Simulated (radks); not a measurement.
Q: All-electron atom: Ce XLVIII in [Ne] 3s1. Method: scalar-relativistic Kohn-Sham, BLYP, spin-polarised, spherical densities, finite nucleus; open shells are filled with parallel spins first (spin-orbit coupling, left out, can overturn this in heavy ions); Fermi nuclear charge, rms radius 4.8771 fm; computed with a radial shooting solver on a logarithmic mesh with Libxc functionals. Some entries of the table are withheld. Estimate them.

orbital  occ.  eigenvalue (Ry)  <r^2> (bohr^2)  <1/r> (bohr^-1)
1s up       1        -3203.849       0.0008193            63.38
1s down     1        -3203.625       0.0008194            63.37
2s up       1        -702.9156         0.01257            14.87
2s down     1        -702.6559         0.01257            14.87
2p up       3        -656.2274        0.009933              (1)
2p down     3        -655.9947        0.009925              (2)
3s up       1        -289.2263         0.06946            6.125
3s down     0        -287.8179         0.06968            6.122

A: 
(1) 2p up <1/r> (bohr^-1): 14.06
(2) 2p down <1/r> (bohr^-1): 14.06
